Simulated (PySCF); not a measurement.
# Where the electron goes

Compound: C8H10N2.
Structure used (PBE0-D3(BJ)/def2-SVP), in Å, numbered top down from 1:
```xyz
20
C8H10N2 angstrom
C      3.0280   -1.0222   -0.5758
C      1.7196   -0.8658   -0.3338
C      1.0866    0.3015    0.2573
C      1.6543    1.5387    0.6693
N      0.7444    2.3585    1.1661
N     -0.3984    1.6820    1.0873
C     -0.2704    0.4445    0.5498
C     -1.4109   -0.4808    0.3951
C     -1.8255   -0.9470   -0.9740
C     -2.7008    0.0005   -0.2166
H      3.7609   -0.2478   -0.3322
H      3.4099   -1.9396   -1.0285
H      1.0373   -1.6823   -0.5958
H      2.6951    1.8557    0.6132
H     -1.2574    2.1055    1.4136
H     -1.5116   -1.2204    1.1986
H     -2.1502   -1.9843   -1.0836
H     -1.2649   -0.5521   -1.8250
H     -3.6343   -0.3773    0.2066
H     -2.7493    1.0358   -0.5652
```

Computed with TDDFT CAM-B3LYP/def2-SVPD, vertical, gas phase, core orbitals frozen in the response (PySCF).

Kohn–Sham orbitals with the atoms that hold most of them (Löwdin shares over 4%, at most four atoms; ? is withheld):

| orbital | ε (eV) | atoms |
| --- | --- | --- |
| LUMO+2 | 1.49 | H15 18%, H20 11%, C10 8%, N5 8% |
| LUMO+1 | 1.27 | C10 15%, H19 9%, H15 8%, C9 7% |
| LUMO | 0.61 | C1 24%, C2 20%, C7 12%, C3 8% |
| HOMO | -7.49 | ? |
| HOMO-1 | -8.60 | ? |
| HOMO-2 | -9.59 | N5 51%, C4 11%, N6 8%, C3 6% |
| HOMO-3 | -10.32 | C2 26%, C3 19%, C1 17%, N6 8% |

(1) Which atoms hold the HOMO, and with what shares?

(2) Give the leading atoms of the HOMO-1.

(3) The HOMO–LUMO gap is 8.11 eV. Where does the response calculation put the lowest singlet, and from which orbitals?

(4) One configuration dominates each of S1 and S8. Which, and how do the shares of the two leading atoms of either orbital change from the occupied to the empty one?

## Answers

(1) C1 (bonded to C and 2 H) 22%; C3 (bonded to 3 C) 19%; C2 (bonded to 2 C and H) 15%; C7 (bonded to 2 C and N) 13%.

(2) C4 (bonded to C, N and H) 25%; N5 (bonded to C and N) 24%; N6 (bonded to C, N and H) 20%; C7 (bonded to 2 C and N) 11%. By element: nitrogen 45%, carbon 36% or more.

(3) S1 is at 5.45 eV (f = 0.424), 2.65 eV below the gap, made of HOMO→LUMO (90%). Without the coupling terms of the response equations the lowest excitation would equal the gap.

(4) 
- S1 (5.45 eV, f 0.424), HOMO→LUMO (90%): C1 22% → 24%, C3 19% → 8%, C2 15% → 20%
- S8 (7.13 eV, f 0.0016), HOMO-2→LUMO (81%): N5 51% → at most 9%, C4 11% → at most 9%, C1 at most 6% → 24%, C2 at most 6% → 20%

One conformer stands for the species.
